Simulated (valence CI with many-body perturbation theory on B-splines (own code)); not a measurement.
**Kr²¹⁺: electric-dipole lines**

Calculated by configuration interaction combined with many-body perturbation theory (CI+MBPT): five valence electrons over a frozen Dirac-Fock core [Ne], radial functions for each j: 9 s, 9 p, 8 d, 6 f, 3 g, 1 h, with the one-electron correlation potential Σ1, the two-electron term Σ2, the three-electron term Σ3, Breit, model QED; selected CI, second order for the rest (own B-spline code, finite nucleus).

No measured spectrum was set against this ion. As an estimate, levels of excited configurations hold to 0.05 to 0.15 % of their energy, terms of the ground configuration to about 0.5 %. Among the levels kept, up to 460 cm⁻¹ of a level comes from second order outside the variational space, and about a tenth of that is noise between levels of different J, which matters for small intervals.

Lines 151 to 172 of 172 in falling wavelength, among levels below 1213000 cm⁻¹, chosen from the strongest by gf and those to the six lowest levels. Wavelengths and rates use the calculated energies, so an error of 400 cm⁻¹ moves a line at 10.89 nm by 0.044 % and its rate by three times that or more. Electric multipoles are in the length gauge, E1 and E2 with the static RPA response of the core. Weak lines are less certain than strong ones. Lines between different terms over intervals too small for the method are left out, as are lines whose strength nearly cancels. The highest levels of a list are the least certain.

Names give the largest LS component (configuration and term), which can be under half, so a name can repeat, a term be missing and a line seem to break the LS rules; names also repeat where a configuration has a term twice. Letters in brackets count levels of one name in rising energy.

```
λ vac (nm)                  Upper            Lower   A (s⁻¹)  log gf  Branch %
     10.89  3s2 3p2 3d 2F_5/2 [b]  3s2 3p3 2D°_3/2  1.07e+11    0.06      68.2
     10.83  3s2 3p2 3d 2F_7/2 [b]  3s2 3p3 2D°_5/2  1.84e+11    0.41     100.0
     10.71  3s2 3p2 3d 2D_3/2 [a]  3s2 3p3 4S°_3/2  3.20e+10   -0.66      65.8
     10.69  3s2 3p2 3d 2D_3/2 [c]  3s2 3p3 2P°_1/2  8.91e+10   -0.21      58.5
     10.69  3s2 3p2 3d 2D_5/2 [b]  3s2 3p3 2D°_3/2  1.02e+10   -0.98      25.6
     10.65      3s2 3p2 3d 2P_3/2  3s2 3p3 2D°_5/2  2.98e+08   -2.69       0.2
     10.44  3s2 3p2 3d 2P_1/2 [b]  3s2 3p3 4S°_3/2  7.73e+09   -1.60       4.7
     10.36  3s2 3p2 3d 2D_5/2 [a]  3s2 3p3 4S°_3/2  2.96e+10   -0.54      20.3
     10.34      3s2 3p2 3d 2P_3/2  3s2 3p3 2D°_3/2  2.87e+09   -1.74       2.1
     10.23      3s2 3p2 3d 2S_1/2  3s2 3p3 2D°_3/2  1.75e+10   -1.26      11.5
     10.19  3s2 3p2 3d 2D_3/2 [c]  3s2 3p3 2D°_5/2  4.76e+08   -2.53       0.3
     10.13  3s2 3p2 3d 2D_5/2 [c]  3s2 3p3 2D°_5/2  6.26e+09   -1.24       3.8
     10.10  3s2 3p2 3d 2D_3/2 [b]  3s2 3p3 4S°_3/2  3.12e+08   -2.72       0.2
     10.07  3s2 3p2 3d 2P_1/2 [c]  3s2 3p3 4S°_3/2  2.21e+08   -3.17       0.2
     10.04  3s2 3p2 3d 2F_5/2 [b]  3s2 3p3 4S°_3/2  3.06e+09   -1.56       2.0
     9.897  3s2 3p2 3d 2D_3/2 [c]  3s2 3p3 2D°_3/2  5.09e+07   -3.52       0.0
     9.861  3s2 3p2 3d 2D_5/2 [b]  3s2 3p3 4S°_3/2  1.59e+09   -1.86       4.0
     9.841  3s2 3p2 3d 2D_5/2 [c]  3s2 3p3 2D°_3/2  1.63e+09   -1.85       1.0
     9.562      3s2 3p2 3d 2P_3/2  3s2 3p3 4S°_3/2  5.17e+08   -2.55       0.4
     9.471      3s2 3p2 3d 2S_1/2  3s2 3p3 4S°_3/2  4.91e+08   -2.88       0.3
     9.185  3s2 3p2 3d 2D_3/2 [c]  3s2 3p3 4S°_3/2  5.18e+08   -2.58       0.3
     9.137  3s2 3p2 3d 2D_5/2 [c]  3s2 3p3 4S°_3/2  1.23e+09   -2.03       0.7
```

(1) How does gf follow from A for the line at 10.19 nm?

## Answers

(1) gf = 1.4992 × (2J+1)_upper × A / σ², with σ = 981495 cm⁻¹ and 2J+1 = 4: gf = 0.00296.
